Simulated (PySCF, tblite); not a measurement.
Isomers of C7H17NSi. Level: GFN2-xTB in tblite, geometry and Hessian alike; calculated harmonic values, unscaled, isolated species. The method is semi-empirical: single wavenumbers can be off by several per cent or more. Modes of hydrogen on silicon can be 10 to 20 % off. One conformer each.

Electronic energies: PBE0/pcSseg-1 single points on the GFN2-xTB geometries (PySCF, gas phase).

```csv
SMILES,"electronic energy, lowest = 0 (kJ/mol)"
CN[C@@](C)([SiH2]C)C1CC1,140.7
C=C[SiH2][C@@H](C)[C@@H](C)CN,114.8
CCC[SiH2]N1CCCC1,0.0
CC[C@H]1C[Si@@H](N(C)C)C1,42.8
```

Question: How do GFN2-xTB zero-point energies change the relative energies?

Answer: 
```tsv
SMILES	ZPE (kJ/mol)	of it from modes above 1550 cm⁻¹	electronic (kJ/mol)	with ZPE, lowest = 0 (kJ/mol)	lowest mode (cm⁻¹)	rings
CCC[SiH2]N1CCCC1	597.1	294.1	0.0	0.0	38	1
CC[C@H]1C[Si@@H](N(C)C)C1	597.1	298.6	42.8	42.8	41	1
C=C[SiH2][C@@H](C)[C@@H](C)CN	586.2	319.0	114.8	103.9	31	0
CN[C@@](C)([SiH2]C)C1CC1	586.5	300.9	140.7	130.1	42	1
```

The zero-point energies span 10.9 kJ/mol, from `C=C[SiH2][C@@H](C)[C@@H](C)CN` to `CC[C@H]1C[Si@@H](N(C)C)C1`. The order is unchanged.

Question: And how do the electronic energies of GFN2-xTB itself compare?

Answer: `CCC[SiH2]N1CCCC1` 0.0; `CC[C@H]1C[Si@@H](N(C)C)C1` 95.0; `C=C[SiH2][C@@H](C)[C@@H](C)CN` 243.2; `CN[C@@](C)([SiH2]C)C1CC1` 206.5 kJ/mol, lowest = 0. Against the energies above, taken from the same isomer `CCC[SiH2]N1CCCC1`, the largest difference is 128.4 kJ/mol.

Question: What do entropy and thermal enthalpy add at 298.15 K and 1 bar (rigid rotor, harmonic oscillator, one conformer each)?

Answer: 
```
                       SMILES  point group  symmetry number  S (J/(mol K))  H − H(0) (kJ/mol)  ZPE + H − H(0) − TS (kJ/mol)
             CCC[SiH2]N1CCCC1           C1                1          455.0              33.15                         494.6
    CC[C@H]1C[Si@@H](N(C)C)C1           C1                1          456.0              34.65                         495.8
C=C[SiH2][C@@H](C)[C@@H](C)CN           C1                1          467.0              36.61                         483.5
     CN[C@@](C)([SiH2]C)C1CC1           C1                1          458.6              35.78                         485.5
```
